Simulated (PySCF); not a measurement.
# Static response to an electric field

C6H3FO2.
Atom-mapped SMILES: `[CH:1]#[C:2][C:3]1=[C:4]([F:5])[O:6][C:7](=[O:8])[CH2:9]1` (hydrogens: H10 on C1; H11, H12 on C9)

Structure used (GFN2-xTB), in Å, numbered top down from 1:
```xyz
12
C6H3FO2 angstrom
C     -2.9076   -0.2856   -0.0992
C     -1.7312   -0.0598   -0.0130
C     -0.3507    0.1662    0.0778
C      0.2891    1.3052    0.3723
F     -0.1950    2.5003    0.6511
O      1.6488    1.2140    0.3847
C      1.9923   -0.0761    0.0746
O      3.1221   -0.4434    0.0106
C      0.7161   -0.8673   -0.1518
H     -3.9382   -0.4665   -0.1710
H      0.6985   -1.2811   -1.1623
H      0.6569   -1.7067    0.5443
```

Level: PBE0/def2-SVPD (PySCF), static field, nuclei fixed, core orbitals frozen in the response. The polarisability tensor in these axes (au):

```
x   110.91   7.08   3.36
y     7.08  68.56   5.78
z     3.36   5.78  47.28
```

Question: Diagonalise the tensor; give its mean and Δα, where Δα² is half the sum of the squared differences of the eigenvalues.

Answer: Principal values 45.78, 68.64 and 112.34 au; mean 75.59 au = 11.20 Å³ = 12.46 × 10⁻⁴⁰ C²·m²/J; Δα = 58.58 au (77 % of the mean).

Question: What is the dipole moment, and where does it point?

Answer: (-2.73, -1.24, -0.37) D, 3.02 D in size, pointing from the negative to the positive side. Measured along this direction, the outermost atoms are O8 at the negative end and H10 at the positive end.

Question: Along which axes do the principal values lie, and how far do the nuclei extend along each?

Answer: Largest value along (0.98, 0.17, 0.07), where the nuclei span 6.96 Å; middle along (-0.18, 0.96, 0.23), 4.20 Å; least along (-0.02, -0.24, 0.97), 1.76 Å. The response follows the extents in order.

Question: Estimate the molar refractivity from the static electronic polarisability.

Answer: Lorentz–Lorenz: R = (4π/3)N_A α = 2.5225 cm³/(mol·Å³) × 11.20 Å³ = 28.3 cm³/mol, in the limit of long wavelengths.

Question: What are the principal values of the traceless quadrupole moment, Θ = ½Σq(3rr − r²1), about the centre of nuclear charge?

Answer: -8.13, 3.71, 4.42 D·Å. The values depend on the origin, since the dipole doesn't vanish. The electronic extent ⟨r²⟩ about the same centre is 1154 bohr², a root-mean-square distance of 2.25 Å for the 64 electrons.

Question: Rayleigh depolarisation ratio (linearly polarised light, static tensor)?

Answer: ρ = 3Δα²/(45ᾱ² + 4Δα²) = 10294.0/(257092 + 13725.3) = 0.038.

Isolated species at its GFN2-xTB geometry, gas phase.

These values come from a run that also computed excited states. On an Intel Xeon at 2.70 GHz with one thread, no GPU, shared host with 64 logical CPUs at a one-minute load of 59, this took 54 s wall (grids of density and orbitals included) and 0.86 GiB of memory at its peak.
